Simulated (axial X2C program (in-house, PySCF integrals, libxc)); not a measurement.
## Nuclear properties of BaBr⁺

Calculated with an in-house all-electron X2C program for linear molecules (integrals from PySCF): two-component X2C with atomic mean-field Coulomb and Gaunt terms, Gaussian nuclei, basis Ba dyall-cv3z, Br dyall-cv3z with contracted cores.

R = 2.738 Å (near the PBE0 minimum at charge 1 of the determinant lowest at the starting distance; the state shown can have its own minimum elsewhere).

Determinant lowest in the PBE0 search, Ω = 0 (closed shell), highest spinor 85% Br p, 9% Ba d, 4% Ba f:

| level | qzz Ba (a.u.) | qzz Br (a.u.) |
| --- | --- | --- |
| PBE0 | -1.55 | 0.19 |
| HF | -1.50 | -0.15 |
| TPSSh | -1.56 | 0.14 |
| BP86 | -1.66 | 0.14 |
| LDA | -1.74 | 0.15 |

qzz is the electric field gradient, eQq0 = 234.96 MHz × Q/barn × qzz. The operators were transformed with the bare-nucleus X2C matrices; with these basis sets, hyperfine constants and field gradients can be off by tens of per cent, and where levels differ in sign neither size nor sign is settled.

(1) With Q(137Ba) = 0.236 barn (Q from Pyykkö, Mol. Phys. 2018), turn the PBE0 values of the first state into constants in MHz.

Each state is one determinant with collinear spin. The search compared states at one distance, so a state with another bond length can lie lower.

Answers

(1) eQq0(137Ba) = 234.96 × (0.236) × (-1.55) = -85.9 MHz.
